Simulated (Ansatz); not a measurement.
AuCl₂. Total charge 0; doublet. Geometry PBE0-D4/def2-TZVP, basis def2-TZVP, Ansatz.

Cartesian coordinates in Å:
```
Au 0.000 0.000 0.000
Cl -1.938 -0.915 0.503
Cl 1.938 0.915 -0.503
```

```
run  HOMO (eV)  LUMO (eV)
  A      -6.99      -6.98
  B     -10.91      -4.69
  C      -7.33      -7.13
  D     -11.69      -2.59
  E      -8.48      -6.47
```

In the def2 sets Au takes a core potential; there is no spin–orbit coupling. HOMO above LUMO, or a gap near zero within one spin, warns that the state may not be the lowest or that an electron is smeared out. The structure comes from a short search, and lower isomers may exist.

HOMO and LUMO are taken over both spins.

Question: The runs used HF, PBE0, r2SCAN, revPBE, ωB97X-V. Estimate which is which.

Answer: A revPBE (0 % exact exchange); B ωB97X-V (range-separated); C r2SCAN (0 % exact exchange); D HF (100 % exact exchange); E PBE0 (25 % exact exchange). Exact exchange lowers occupied and raises empty levels; among semilocal functionals meta-GGAs tend to open the gap a little, and such runs are hard to tell apart. The gap grows from 0.01 eV (revPBE) to 9.09 eV (HF). At revPBE-D4/def2-TZVP the gap within one spin of the charge 0 doublet nearly closes, so an electron or hole may be smeared out by delocalisation error.
